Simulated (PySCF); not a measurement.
This script is equivalent to a calculation on Xe²⁺ (xenon, charge +2).

```python
from pyscf import gto, scf, dft, mp, cc
import basis_set_exchange as bse
mol = gto.M(atom="Xe 0 0 0", charge=2, spin=2, symmetry="D2h",
            basis=gto.basis.parse(bse.get_basis("x2c-SVPall", elements=["Xe"], fmt="nwchem", header=False)),
            nucmod="G")
mf = dft.UKS(mol, xc="PBE").sfx2c1e()
mf.irrep_nelec = {'Ag': (9, 9), 'B1g': (2, 2), 'B2g': (2, 2), 'B3g': (2, 2), 'B1u': (4, 3), 'B2u': (4, 4), 'B3u': (4, 3)}
mf.kernel()
```

(1) What total energy does it give?

(2) Which occupied shell lies highest, and where?

(3) What is ⟨S²⟩, and what would a pure spin state give?

Answers

(1) -7443.96 hartree (calculated).

(2) 5p β, at -25.716 eV.

(3) 2.001, against 2.00.
